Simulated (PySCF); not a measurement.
C2H4ClFSi, SMILES F[Si@@H](C=C)Cl. Atoms are numbered in the order given.

```xyz
9

C     -2.4972     0.0204     0.3326
C     -1.3384    -0.4810     0.7827
Si     0.2798     0.3329     0.4086
F     -0.0253     1.6188    -0.5374
Cl     1.5077    -0.9617    -0.6367
H     -3.4596    -0.4577     0.5456
H     -2.5284     0.9320    -0.2734
H     -1.3479    -1.4003     1.3822
H      1.0292     0.8078     1.5928
```
Charge 0, spin multiplicity 1.

Coordinates come from a B3LYP-D3(BJ)/def2-SVP optimisation. The structure was generated by enumeration; whether it is a known compound was not checked. One conformer was computed; it need not be the lowest.

Two levels are set side by side: PBE/pcSseg-1 (PySCF) and HF/pcSseg-1 (PySCF). GIAO shifts against CFCl3 (¹⁹F), HCl (³⁵Cl), TMS (²⁹Si), TMS (¹H), TMS (¹³C) at the same level; non-relativistic, no solvent, atoms listed together averaged. Without spin–orbit terms, shifts of atoms bonded to Cl or Br come out too high at both levels. Differences are taken from unrounded values.

```json
[
 {"quantity": "δ(¹³C) of C1 (ppm)", "HF": "153.7", "PBE": "148.2", "PBE minus HF": "-5.5"},
 {"quantity": "δ(¹³C) of C2 (ppm)", "HF": "136.3", "PBE": "140.5", "PBE minus HF": "4.2"},
 {"quantity": "δ(²⁹Si) of Si3 (ppm)", "HF": "-9.9", "PBE": "4.1", "PBE minus HF": "14.0"},
 {"quantity": "δ(¹⁹F) of F4 (ppm)", "HF": "-139.9", "PBE": "-194.9", "PBE minus HF": "-55.0"},
 {"quantity": "δ(³⁵Cl) of Cl5 (ppm)", "HF": "21.1", "PBE": "92.6", "PBE minus HF": "71.4"},
 {"quantity": "δ(¹H) of H6, H7 (ppm)", "HF": "6.96", "PBE": "6.79", "PBE minus HF": "-0.18"},
 {"quantity": "δ(¹H) of H8 (ppm)", "HF": "6.20", "PBE": "6.40", "PBE minus HF": "0.20"},
 {"quantity": "δ(¹H) of H9 (ppm)", "HF": "5.25", "PBE": "6.10", "PBE minus HF": "0.85"}
]
```

Rough cost on one machine, each run with all the roots and properties that it gave: HF against PBE within a factor of 2.
